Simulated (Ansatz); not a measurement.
Ansatz (a first-principles code) input (wB97M-V/def2-TZVPD):

Ansatz 0.2 input:
```yaml
crystal:
  periodic: [false, false, false]
  atoms:
    - {symbol: Sc, position_ang: [-0.00000000, -0.00000000, -0.53788828]}
    - {symbol: F, position_ang: [0.00000000, 0.00000000, 1.25507266]}
basis:
  gaussian:
    orbitals: def2-TZVPD
hamiltonian:
  xc: {name: wB97M-V}
total_charge: -1
magnetization: {spin_polarized: true, initial_magnetization: 1}
```

Output:

```
Functional definition: wB97M-V
integrals: 0.04 GiB planned
721 factors; their error is unknown
integrals: 0.07 GiB planned
165 factors; integrals over basis functions are off by at most 7.4e-5 eV
mean field: 0.50 GiB planned
mean field evaluation 1: about -23410.8863 eV, gradient 3.9e1 eV
mean field evaluation 2: about -23410.6300 eV, gradient 4.9e1 eV
mean field evaluation 4: about -23416.4885 eV, gradient 2.2e0 eV
mean field evaluation 8: about -23416.6917 eV, gradient 3.6e-1 eV
mean field evaluation 16: about -23416.7417 eV, gradient 1.2e-2 eV
mean field evaluation 32: about -23416.7775 eV, gradient 5.8e-1 eV
mean field -23417.18979155 eV, -860.5658520981 hartree, gradient 4.9e-6 eV, S^2 0.751406; 4 other end points of the search recorded, 0 dependent functions left out
reference -23417.18983586 eV, -860.5658537266 hartree; 16, 15 occupied and 72, 73 virtual orbitals, 721 factors
Total energy: -23417.18983586 eV, -860.5658537266 hartree
```

This state (charge -1, doublet) is run at the relaxed geometry of the species with charge 0 and multiplicity 1.
